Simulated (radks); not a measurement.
Values are calculated unless marked as measured or tabulated.
The tungsten ion W+ inside a hard spherical wall (all orbitals vanish at R), configuration held at [Xe] 4f14 5d4 6s1 and not refilled when levels cross. Code: a radial shooting solver on a logarithmic mesh with Libxc functionals. Model: scalar-relativistic Kohn-Sham, LDA (Slater exchange, VWN5 correlation), spin-polarised, spherical densities, finite nucleus; open shells are filled with parallel spins first (spin-orbit coupling, left out, can overturn this in heavy ions); Fermi nuclear charge, rms radius 5.3658 fm. Eigenvalues in eV for spin up, with the zero of energy where the potential of the charges vanishes at infinity; a dash marks a level that is unbound or too diffuse for the functional's potential to be trusted. A positive occupied level is held by the wall or, in an anion where self-interaction has pushed it up, behind a barrier. The pressure on the wall is -dE/dV.

R (bohr)  E (hartree)  kinetic (hartree)    e(5p)    e(4f)    e(6s)    e(5d)  e(6p, empty)  e(7s, empty)  pressure (GPa)
free      -16130.3942          17762.298  -51.593  -40.891  -13.226  -12.890        -7.461        -3.286               0
20        -16130.3942          17762.298  -51.593  -40.891  -13.226  -12.890        -7.461        -3.285        < 0.0001
15        -16130.3942          17762.298  -51.593  -40.891  -13.226  -12.890        -7.461        -3.260        < 0.0001
12        -16130.3942          17762.298  -51.593  -40.891  -13.226  -12.890        -7.460        -3.103        < 0.0001
10        -16130.3942          17762.298  -51.591  -40.889  -13.224  -12.889        -7.449        -2.651        0.000672
7         -16130.3915          17762.327  -51.474  -40.766  -13.107  -12.786        -7.060         1.058           0.210
5         -16130.3303          17762.737  -50.195  -39.365  -11.461  -11.602        -3.846        15.085            9.23
3.5       -16129.7232          17765.546  -44.821  -33.092   -0.576   -5.585        12.610        63.175             211
3         -16128.8153          17769.349  -40.062  -27.367   12.569    0.684        30.446        106.99             736
